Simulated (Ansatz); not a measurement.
Consider the ligand exchange at a Zn–O bond: `C[SiH2][O][ZnH]` + `OC(F)F` → `FC(F)[O][ZnH]` + `C[SiH2]O`.

Computed with Ansatz on PBE0-D4/def2-TZVP structures; ΔE is electronic, products minus reactants. CBS: MP2 limit from def2 TZ/QZ plus the TZ coupled-cluster correction, frozen cores. This one scheme is used for every species. Functionals use def2-TZVPP. HSE06 is defined as in plane-wave codes. For Zn outer-core shells are correlated without core-valence functions, which leaves a few kJ/mol of doubt a bond. Scalar relativity is left out up to krypton. Each species was taken in one conformer, which may not be the lowest.

| level | ΔE (kJ/mol) | difference from CCSD(T)/CBS |
| --- | --- | --- |
| revPBE-D4 | -2.9 | -4.4 |
| HSE06-D4 | 0.0 | -1.5 |
| BHLYP | 0.0 | -1.5 |
| CCSD/def2-SVP | 4.0 | 2.5 |
| CCSD(T)/def2-SVP | 3.9 | 2.4 |
| HF/def2-TZVPP | 1.2 | -0.3 |
| CCSD/def2-TZVPP | 1.7 | 0.2 |
| SCS-MP2/def2-QZVPP | 3.4 | 1.9 |
| HF/CBS(def2) | 2.1 | 0.6 |
| MP2/CBS(def2) | 3.2 | 1.7 |
| CCSD(T)/CBS | 1.5 | 0 |

Largest T1 diagnostic among the species: 0.015.

Leaving LDA and LC-ωPBE aside and taking each functional with its dispersion term where it has one, the values, not all of them listed here, spread over 4.7 kJ/mol, from revPBE-D4 to PBE-QIDH.
